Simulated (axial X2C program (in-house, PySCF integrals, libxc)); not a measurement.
**Excited states of IrC⁻ by EOM-EE-CCSD**

Computed with an in-house all-electron X2C program for linear molecules (integrals from PySCF): two-component X2C with atomic mean-field Coulomb and Gaunt terms, Gaussian nuclei, basis Ir dyall-acv3z, C dyall-av3z with contracted cores.

R = 1.641 Å (near the PBE0 minimum at charge -1 of the determinant lowest at the starting distance; the state shown can have its own minimum elsewhere).

Vertical excitation energies from the closed-shell determinant state of IrC⁻:

```json
{"Ω": "2", "excitation (eV)": "1.329", "cm⁻¹": "10722", "hole of the leading pair": "95% Ir dδ", "particle of the leading pair": "43% Ir pπ, 32% C pπ, 17% Ir dπ", "weight of the pair (for Ω = 0 its time-reversed partner can hold as much again)": "0.78", "singles weight": "0.95"}
{"Ω": "1", "excitation (eV)": "1.633", "cm⁻¹": "13171", "hole of the leading pair": "48% Ir sσ, 24% C pσ, 11% Ir pσ", "particle of the leading pair": "50% Ir pπ, 28% C pπ, 13% Ir dπ", "weight of the pair (for Ω = 0 its time-reversed partner can hold as much again)": "0.32", "singles weight": "0.96"}
{"Ω": "3", "excitation (eV)": "1.649", "cm⁻¹": "13302", "hole of the leading pair": "95% Ir dδ", "particle of the leading pair": "41% Ir pπ, 32% C pπ, 16% Ir dπ", "weight of the pair (for Ω = 0 its time-reversed partner can hold as much again)": "0.93", "singles weight": "0.94"}
{"Ω": "0⁻", "excitation (eV)": "1.675", "cm⁻¹": "13514", "hole of the leading pair": "48% Ir sσ, 25% C pσ, 12% Ir pσ", "particle of the leading pair": "50% Ir pπ, 27% C pπ, 12% Ir dπ", "weight of the pair (for Ω = 0 its time-reversed partner can hold as much again)": "0.43", "singles weight": "0.97"}
{"Ω": "0⁺", "excitation (eV)": "1.725", "cm⁻¹": "13915", "hole of the leading pair": "48% Ir sσ, 24% C pσ, 12% Ir pσ", "particle of the leading pair": "53% Ir pπ, 29% C pπ, 13% Ir dπ", "weight of the pair (for Ω = 0 its time-reversed partner can hold as much again)": "0.43", "singles weight": "0.97"}
```

This point took 68 s on 1 thread of AMD EPYC 9R45 96-Core Processor (Zen 5) (shared host).

Reference electrons by ω block (each with its −ω partner): 1/2: 24, 3/2: 12, 5/2: 5, 7/2: 1. 14 electrons of IrC⁻ correlated (inner shells frozen), 88 natural virtual spinors (a truncated set); levels can be off by some tenths of an eV. Roots sought by Ω: (0: 5, 1: 4, 2: 3, 3: 1); the list ends where they run out and leaves out roots under 60 % singles weight. The solver can skip a root, and states that need a further excitation, which the method places far too high, are missing though they may lie low or lowest. T1 of the reference 0.037 (Lee–Taylor). The highest Hartree–Fock level of the anion lies at -1.54 eV; relaxation, partly offset by correlation, puts the detachment threshold some tenths of an eV to over one eV lower in magnitude, and states above it are held by the basis set and are not bound. Number of frozen shells: Ir 5 s, 4 p, 2 d, 1 f; C 1 s. Large amplitudes in the reference (orbital relaxation or multireference character) lower the reliability.
